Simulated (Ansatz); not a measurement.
Coupled-cluster run, C2H7GeNO (`[CH3][GeH]([NH2])[CH]=O`).

```yaml
crystal:
  periodic: [false, false, false]
  atoms:
    - {symbol: C, position_ang: [-1.418876, -0.879665, 0.370640]}
    - {symbol: Ge, position_ang: [0.276579, 0.055713, 0.470634]}
    - {symbol: N, position_ang: [1.599804, -0.987880, -0.273704]}
    - {symbol: C, position_ang: [0.073870, 1.806901, -0.505963]}
    - {symbol: O, position_ang: [-0.989695, 2.203927, -0.903584]}
    - {symbol: H, position_ang: [-2.219163, -0.244399, 0.750976]}
    - {symbol: H, position_ang: [-1.376481, -1.799237, 0.954187]}
    - {symbol: H, position_ang: [-1.644751, -1.127824, -0.667454]}
    - {symbol: H, position_ang: [0.744451, 0.360932, 1.908467]}
    - {symbol: H, position_ang: [1.492156, -1.181162, -1.259572]}
    - {symbol: H, position_ang: [2.544420, -0.673621, -0.103694]}
    - {symbol: H, position_ang: [0.994485, 2.411412, -0.706933]}
basis:
  gaussian: {orbitals: def2-TZVPP}
correlation: {method: ccsd_t}
```

```sh
$ ansatz run in.yaml --threads 4 --pin off --events-out ev --progress --plain --max-ram 10444MiB
```

The program prints (abridged):

```
Functional definition: HF
1628 factors; integrals over basis functions are off by at most 1.3e-3 eV
mean field evaluation 1: about -62160.7068 eV, gradient 5.1e1 eV
mean field evaluation 2: about -62160.9064 eV, gradient 5.1e1 eV
mean field evaluation 4: about -62166.3445 eV, gradient 5.4e0 eV
mean field evaluation 8: about -62166.4488 eV, gradient 5.4e-1 eV
mean field evaluation 16: about -62166.4508 eV, gradient 1.6e-6 eV
mean field -62166.45075335 eV, -2284.5749272517 hartree, gradient 1.6e-6 eV, S^2 0.000000; 0 other end points of the search recorded, 0 dependent functions left out
13 core orbitals not correlated: weight in the atoms' cores, before any rotation towards them, 1.000 or more for the frozen orbitals, at most 0.000 for the correlated occupied ones
reference -62166.45075335 eV, -2284.5749272517 hartree; 20, 20 occupied and 237, 237 virtual orbitals, 1628 factors
second order -28.25085180 eV of doubles, -0.00000000 eV of singles
cycle   1  -28.13076938 eV  change    1.2e-1 eV  update   1.2e-1
cycle   2  -28.89940851 eV  change   -7.7e-1 eV  update   3.8e-2
cycle   3  -29.07035783 eV  change   -1.7e-1 eV  update   2.0e-2
cycle   4  -29.05501695 eV  change    1.5e-2 eV  update   5.1e-3
cycle   5  -29.05404360 eV  change    9.7e-4 eV  update   2.4e-3
cycle   6  -29.05515416 eV  change   -1.1e-3 eV  update   7.7e-4
cycle   7  -29.05490681 eV  change    2.5e-4 eV  update   3.7e-4
cycle   8  -29.05476877 eV  change    1.4e-4 eV  update   1.6e-4
cycle   9  -29.05480562 eV  change   -3.7e-5 eV  update   1.0e-4
cycle  10  -29.05479099 eV  change    1.5e-5 eV  update   5.7e-5
cycle  11  -29.05475615 eV  change    3.5e-5 eV  update   3.3e-5
perturbative correction -1.18147078 eV, -0.0434182503 hartree
Total energy: -62196.68698027 eV, -2285.6860880964 hartree
```

Run time 7 min (4 threads of an Intel Xeon on a shared host); peak host memory 7.4 GiB.

Correlation energy per correlated electron: -0.756 eV. T1 diagnostic: 0.0128.
